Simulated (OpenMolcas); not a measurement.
**Gd2+: moving or changing the point charges**

Gd2+ among 8 point charges of -1 e arranged as a cube (Oh), 2.54 Å from the ion.
```
   1.4665    1.4665    1.4665  -1.00
   1.4665    1.4665   -1.4665  -1.00
   1.4665   -1.4665    1.4665  -1.00
   1.4665   -1.4665   -1.4665  -1.00
  -1.4665    1.4665    1.4665  -1.00
  -1.4665    1.4665   -1.4665  -1.00
  -1.4665   -1.4665    1.4665  -1.00
  -1.4665   -1.4665   -1.4665  -1.00
```

- Program: OpenMolcas
- Method: CASSCF
- Basis: ANO-RCC-VTZP [8s7p5d3f2g1h]
- Scalar Hamiltonian: DKH2, point nucleus
- Active space: 8 electrons in 7 orbitals (4f)
- State averaging: 2S+1 = 7 even, 7 roots; 2S+1 = 5 even, 77 roots kept (CI in the orbitals of an earlier block); 2S+1 = 3 even, 45 roots kept (CI in the orbitals of an earlier block); 2S+1 = 1 even, 1 root kept (CI in the orbitals of an earlier block, 0 in the spin-orbit step)
- Spin-orbit coupling: state interaction with AMFI integrals over the reference wave functions

Runs around this geometry, states (labels of O, the rotations of Oh). Energies in cm-1 above the lowest state or level, χT in cm3 K/mol; under a threefold ground state the first gap can be a small split of the lowest multiplet, not the spin-orbit step.

```
R (Å)  Ground state  First state of that spin  First gap with spin-orbit (degeneracies)  Width of lowest J  χT at 300 K
 2.54           7T1                 7T2 172.0                                7.9 (2, 3)                226       11.729
 2.65           7T1                 7T2 142.4                                6.6 (2, 3)                187       11.755
 2.94           7T1                  7T2 90.6                                4.3 (2, 3)                117       11.792
```

Taking the width of the lowest J multiplet as R^-n, n = -ln(117 / 226) / ln(2.94 / 2.54) = 4.5 between the shortest and longest distance.

High states are left out of the spin-orbit mixing, which shifts the levels that they would mix with. The free ion's ground configuration, as NIST lists it, lies outside this active space, so the lowest level here need not be the ground level. This is an electrostatic model: the charges have no orbitals. A group larger than the point group allows holds several states that coincide in this model. No measured value stands beside these numbers.
